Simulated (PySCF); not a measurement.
Compound: CH3Cl2FSi.
Geometry (GFN2-xTB, Å), atoms numbered from 1 in this order:
```xyz
8
CH3Cl2FSi angstrom
F      1.7047   -1.0427   -0.6481
Si     0.9742    0.1155    0.1880
C     -0.8861   -0.0221   -0.2770
Cl    -1.5471   -1.5556    0.3427
Cl    -1.7797    1.3407    0.4376
H      1.1437   -0.1956    1.5918
H      1.4979    1.3721   -0.3137
H     -1.0985   -0.0029   -1.3457
```

Method used: PBE0/pcSseg-1 in PySCF (dipole) on a GFN2-xTB geometry, gas phase.

Masses are those of the commonest isotopes; rigid-rotor values at the optimised geometry. The values belong to one conformer with, in the numbering `[F:1][SiH2:2][CH:3]([Cl:4])[Cl:5]`, F1–Si2–C3–Cl4 67°.

(1) Give the principal moments of inertia and the rotational constants in MHz.

(2) Classify the top.

(3) Is it planar, by Δ = Ic − Ia − Ib?

(4) Give the other two planar moments, Paa and Pbb, and the rms extents of the mass along the axes.

(5) Which lines would a microwave search look for?

(6) Estimate the classical rotational partition function at 100 K, 298.15 K and 500 K.

Answers

(1) Ia = 164.88, Ib = 295.30, Ic = 433.91 u·Å²; 505379 MHz·u·Å²/I gives A = 3065, B = 1711, C = 1165 MHz.

(2) An asymmetric top: κ = (2 × 1711 − 3065 − 1165)/(3065 − 1165) ≈ -0.42.

(3) Not planar: Δ = Ic − Ia − Ib = -26.27 u·Å². For a rigid frame Δ = −2 Σ m c², so Σ m c² = 13.14 u·Å² lies off the ab plane: 5.53 from hydrogen and 7.61 from heavier atoms. The atom farthest from that plane is 1.73 Å away.

(4) Paa = Σ m a² = (Ib + Ic − Ia)/2 = 282.17 and Pbb = Σ m b² = (Ia + Ic − Ib)/2 = 151.74 u·Å². With the mass M = 131.94 u, the rms extents √(P/M) along a, b and c are 1.46, 1.07, 0.32 Å.

(5) The dipole components are |μa| = 0.37 D, |μb| = 1.47 D, |μc| = 0.18 D. The squared components, which scale the intensities, stand as 0.06 : 1.00 : 0.01 (a : b : c). Some lines, for components of 0.1 D or more:

| type | branch | J(Ka,Kc) | MHz | lower level (cm⁻¹) |
| --- | --- | --- | --- | --- |
| c | Q | 2(1,2) ← 2(0,2) | 942 | 0.283 |
| a | Q | 4(2,2) ← 4(2,3) | 1659 | 1.173 |
| b | Q | 3(1,2) ← 3(0,3) | 3798 | 0.555 |
| b | R | 2(0,2) ← 1(1,1) | 4264 | 0.141 |
| b | R | 4(2,2) ← 3(3,1) | 4845 | 1.067 |
| b | R | 3(1,2) ← 2(2,1) | 5289 | 0.505 |
| b | Q | 2(2,1) ← 2(1,2) | 5701 | 0.315 |
| a | R | 2(1,1) ← 1(1,0) | 6299 | 0.159 |
| b | R | 3(0,3) ← 2(1,2) | 7193 | 0.315 |
| c | Q | 3(3,1) ← 3(2,1) | 7583 | 0.814 |
| b | Q | 3(3,0) ← 3(2,1) | 7605 | 0.814 |
| a | R | 3(1,3) ← 2(1,2) | 7732 | 0.315 |
| a | R | 3(0,3) ← 2(0,2) | 8135 | 0.283 |
| c | R | 2(1,1) ← 1(0,1) | 8199 | 0.096 |
| a | R | 3(2,2) ← 2(2,1) | 8628 | 0.505 |
| b | R | 4(1,3) ← 3(2,2) | 8918 | 0.793 |
| a | R | 3(2,1) ← 2(2,0) | 9122 | 0.509 |
| a | R | 4(1,4) ← 3(1,3) | 10194 | 0.573 |
| a | R | 4(2,2) ← 3(2,1) | 12428 | 0.814 |
| b | R | 3(2,2) ← 2(1,1) | 12690 | 0.369 |
| c | R | 3(2,1) ← 2(1,1) | 13318 | 0.369 |
| c | R | 4(1,3) ← 3(0,3) | 16054 | 0.555 |
| b | R | 3(3,1) ← 2(2,0) | 16705 | 0.509 |
| b | R | 3(3,0) ← 2(2,1) | 16861 | 0.505 |
| b | R | 4(3,1) ← 3(2,2) | 20079 | 0.793 |
| b | R | 4(4,1) ← 3(3,0) | 22903 | 1.067 |
| c | R | 4(4,0) ← 3(3,0) | 22906 | 1.067 |
| b | R | 4(4,0) ← 3(3,1) | 22927 | 1.067 |

(6) Point group C1, symmetry number σ = 1; q = (√π/σ)·√((kT/h)³/(ABC)), k/h = 20836.6 MHz/K: 68200 at 100 K, 351000 at 298.15 K, 763000 at 500 K.

No frequency check. No vibrational averaging or centrifugal distortion is included, and the geometry carries the error of its method. Quadrupole hyperfine structure (35Cl) is left out.
